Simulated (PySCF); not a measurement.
PySCF input (M06-2X/6-31G* with LANL2DZ past Ar (5d)):

```python
from pyscf import gto, dft

mol = gto.M(
    atom='''
    Si   -1.53619033    0.29221664   -0.40696884
    As    0.71875004   -0.13014525    0.20687279
    H    -1.78935326    1.75630085   -0.29774002
    H    -2.42810929   -0.40119054    0.56423249
    H     1.29611773    0.41542681   -1.09383569
    H     0.70925816   -1.56677673   -0.30189512
    ''',
    basis={'default': '6-31g*', 'As': 'lanl2dz'},
    ecp={'As': 'lanl2dz'},
    charge=0,
    spin=1,
    verbose=4,
)

mf = dft.UKS(mol, xc='m062x')
mf.grids.level = 4
mf.conv_tol = 1e-9
mf.max_cycle = 100
mf.max_memory = 1500
mf.kernel()
if not mf.converged:
    mf = mf.newton()
    mf.kernel(mf.make_rdm1())
mo, _, stable, _ = mf.stability(return_status=True)
if not stable:
    mf.kernel(mf.make_rdm1(mo, mf.mo_occ))
    stable = mf.stability(return_status=True)[2]
mf.dip_moment()
```

Output:

```
PySCF version 2.14.0

[INPUT] verbose = 4
[INPUT] num. atoms = 6
[INPUT] num. electrons = 23
[INPUT] charge = 0
[INPUT] spin (= nelec alpha-beta = 2S) = 1
[INPUT] symmetry False subgroup None
[INPUT] Mole.unit = angstrom
[INPUT] Symbol           X                Y                Z      unit          X                Y                Z       unit  Magmom
[INPUT]  1 Si    -1.536190330000   0.292216640000  -0.406968840000 AA   -2.902978998905   0.552209418641  -0.769059648832 Bohr   0.0
[INPUT]  2 As     0.718750040000  -0.130145250000   0.206872790000 AA    1.358240727620  -0.245938878913   0.390932915725 Bohr   0.0
[INPUT]  3 H     -1.789353260000   1.756300850000  -0.297740020000 AA   -3.381387601498   3.318927598841  -0.562647094123 Bohr   0.0
[INPUT]  4 H     -2.428109290000  -0.401190540000   0.564232490000 AA   -4.588461558612  -0.758140244366   1.066244876681 Bohr   0.0
[INPUT]  5 H      1.296117730000   0.415426810000  -1.093835690000 AA    2.449307534893   0.785042895702  -2.067049879375 Bohr   0.0
[INPUT]  6 H      0.709258160000  -1.566776730000  -0.301895120000 AA    1.340303674013  -2.960778918042  -0.570499095143 Bohr   0.0

nuclear repulsion = 36.7789367407576
number of shells = 20
number of NR pGTOs = 79
number of NR cGTOs = 34
basis = {'default': '6-31g*', 'As': 'lanl2dz'}
ecp = {'As': 'lanl2dz'}

******** <class 'pyscf.dft.uks.UKS'> ********
method = UKS
initial guess = minao
damping factor = 0
level_shift factor = 0
DIIS = <class 'pyscf.scf.diis.CDIIS'>
diis_start_cycle = 1
diis_space = 8
diis_damp = 0
SCF conv_tol = 1e-09
SCF conv_tol_grad = None
SCF max_cycles = 100
direct_scf = True
direct_scf_tol = 1e-13
number electrons alpha = 12  beta = 11
XC library pyscf.dft.libxc version 7.1.2
    S. Lehtola, C. Steigemann, M. J. T. Oliveira, and M. A. L. Marques,  SoftwareX 7, 1–5 (2018)
XC functionals = m062x
    Y. Zhao and D. G. Truhlar,  Theor. Chem. Acc. 120, 215 (2008)
    Y. Zhao and D. G. Truhlar,  Theor. Chem. Acc. 120, 215 (2008)
radial grids:
    Treutler-Ahlrichs [JCP 102, 346 (1995); DOI:10.1063/1.469408] (M4) radial grids

becke partition: Becke, JCP 88, 2547 (1988); DOI:10.1063/1.454033
pruning grids: <function nwchem_prune>
grids dens level: 4
symmetrized grids: False
atomic radii adjust function: <function treutler_atomic_radii_adjust>
small_rho_cutoff = 0
Set gradient conv threshold to 3.16228e-05
tot grids = 121936
init E= -286.011397391321
  alpha nocc = 12  HOMO = -0.0741033136221994  LUMO = 0.0803606556606676
  beta  nocc = 11  HOMO = -0.178773813485883  LUMO = -0.0741033136222029

WARN: HOMO -0.0741033136221994 >= LUMO -0.0741033136222029

cycle= 1 E= -297.478498979274  delta_E= -11.5  |g|= 0.55  |ddm|= 2.33
  alpha nocc = 12  HOMO = -0.148558335892204  LUMO = -0.108543203666368
  beta  nocc = 11  HOMO = -0.298698406877204  LUMO = -0.122517484863836
  HOMO = -0.148558335892  LUMO = -0.122517484864  gap/eV = 0.70861
cycle= 2 E= -297.56536908466  delta_E= -0.0869  |g|= 0.516  |ddm|= 1.84
  alpha nocc = 12  HOMO = -0.23679473399061  LUMO = 0.0231220018816314
  beta  nocc = 11  HOMO = -0.300882564088631  LUMO = -0.130117971725191
  HOMO = -0.236794733991  LUMO = -0.130117971725  gap/eV = 2.90282
cycle= 3 E= -297.852441728366  delta_E= -0.287  |g|= 0.0503  |ddm|= 1.05
  alpha nocc = 12  HOMO = -0.243451426753808  LUMO = 0.0410263989247077
  beta  nocc = 11  HOMO = -0.308075208898288  LUMO = -0.0734554891524475
  HOMO = -0.243451426754  LUMO = -0.0734554891524  gap/eV = 4.62583
cycle= 4 E= -297.857476969774  delta_E= -0.00504  |g|= 0.0169  |ddm|= 0.166
  alpha nocc = 12  HOMO = -0.250315483118328  LUMO = 0.0361957376089276
  beta  nocc = 11  HOMO = -0.312327572852109  LUMO = -0.0760218075910792
  HOMO = -0.250315483118  LUMO = -0.0760218075911  gap/eV = 4.74277
cycle= 5 E= -297.858157909733  delta_E= -0.000681  |g|= 0.00662  |ddm|= 0.0553
  alpha nocc = 12  HOMO = -0.249700925385856  LUMO = 0.0364950175970928
  beta  nocc = 11  HOMO = -0.311368803969  LUMO = -0.0745635812727805
  HOMO = -0.249700925386  LUMO = -0.0745635812728  gap/eV = 4.76573
cycle= 6 E= -297.858324058558  delta_E= -0.000166  |g|= 0.00209  |ddm|= 0.0301
  alpha nocc = 12  HOMO = -0.250280466512962  LUMO = 0.0363804399989999
  beta  nocc = 11  HOMO = -0.311772889053263  LUMO = -0.0752787054680049
  HOMO = -0.250280466513  LUMO = -0.075278705468  gap/eV = 4.76204
cycle= 7 E= -297.858340754224  delta_E= -1.67e-05  |g|= 0.000705  |ddm|= 0.00998
  alpha nocc = 12  HOMO = -0.250322079997012  LUMO = 0.0364506089080406
  beta  nocc = 11  HOMO = -0.311806311153415  LUMO = -0.0751914340331759
  HOMO = -0.250322079997  LUMO = -0.0751914340332  gap/eV = 4.76555
cycle= 8 E= -297.858342583291  delta_E= -1.83e-06  |g|= 0.000217  |ddm|= 0.0034
  alpha nocc = 12  HOMO = -0.250326000885561  LUMO = 0.036450826651997
  beta  nocc = 11  HOMO = -0.311776303340945  LUMO = -0.0751889536025274
  HOMO = -0.250326000886  LUMO = -0.0751889536025  gap/eV = 4.76572
cycle= 9 E= -297.858342777278  delta_E= -1.94e-07  |g|= 5.01e-05  |ddm|= 0.00131
  alpha nocc = 12  HOMO = -0.25032156851692  LUMO = 0.0364564414247162
  beta  nocc = 11  HOMO = -0.311765262495463  LUMO = -0.0752038326708657
  HOMO = -0.250321568517  LUMO = -0.0752038326709  gap/eV = 4.76520
cycle= 10 E= -297.858342786624  delta_E= -9.35e-09  |g|= 1.42e-05  |ddm|= 0.00025
  alpha nocc = 12  HOMO = -0.250322755380953  LUMO = 0.0364579361211145
  beta  nocc = 11  HOMO = -0.311762402733439  LUMO = -0.0751985180104562
  HOMO = -0.250322755381  LUMO = -0.0751985180105  gap/eV = 4.76537
cycle= 11 E= -297.858342787262  delta_E= -6.38e-10  |g|= 4.12e-06  |ddm|= 6.44e-05
  alpha nocc = 12  HOMO = -0.250322899315453  LUMO = 0.0364580970132971
  beta  nocc = 11  HOMO = -0.311762687822416  LUMO = -0.0751986492263903
  HOMO = -0.250322899315  LUMO = -0.0751986492264  gap/eV = 4.76537
Extra cycle  E= -297.858342787301  delta_E= -3.91e-11  |g|= 2.07e-06  |ddm|= 1.06e-05
converged SCF energy = -297.858342787301  <S^2> = 0.75323889  2S+1 = 2.0032363
uhf_internal: lowest eigs of H = [0.25147371 0.33956118 0.35802717]
<class 'pyscf.dft.uks.UKS'> wavefunction is stable in the internal stability analysis
Dipole moment(X, Y, Z, Debye): -0.24130, -0.20767, -0.69883
```

The geometry given is a B3LYP-D3(BJ)/def2-TZVP minimum.
